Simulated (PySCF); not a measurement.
# Ionising ZnSb

PBE0; Zn def2-SVP, Sb def2-SVP with ECP28; scalar-relativistic core potentials (PySCF 2.14). Neutral (UKS): quartet (σ ↑, π ↑↑), Re = 2.789 Å, ωe = 124 cm⁻¹, De = 0.35 eV, HOMO -5.03 eV, LUMO -2.67 eV.

ZnSb⁺ (UKS): triplet (π ↑↑), Re = 2.615 Å, ωe = 185 cm⁻¹, De = 2.49 eV to Zn + Sb⁺. The energies at the minima are -2019.11208 hartree for ZnSb and -2018.85806 for ZnSb⁺.

(1) Work out the adiabatic ionisation energy, without and with harmonic zero-point energies (1 hartree = 27.2114 eV, 1 eV = 8065.5 cm⁻¹), and the change of the bond length.

Weak bonds: ZnSb. Basis-set superposition, not corrected here, can be much of De in a small basis, most of all at correlated wavefunction levels. Spin–orbit coupling is left out, which matters for elements this heavy, above all for dissociation energies. For an ion De counts to the pair picked by the measured ionisation energies or electron affinities, which need not be the lowest pair at this level. States were picked by a PBE0 search and need not be the measured ground states.

## Answers

(1) At PBE0: 0.25402 hartree = 6.912 eV between the minima; the zero-point term (185.0 − 124.0)/2 cm⁻¹ = +0.004 eV makes it 6.916 eV. Re changes by -17.4 pm against the neutral. The electron leaves a σ orbital, and the shorter bond of the ion fits an antibonding orbital, or a change in how ionic the bond is.
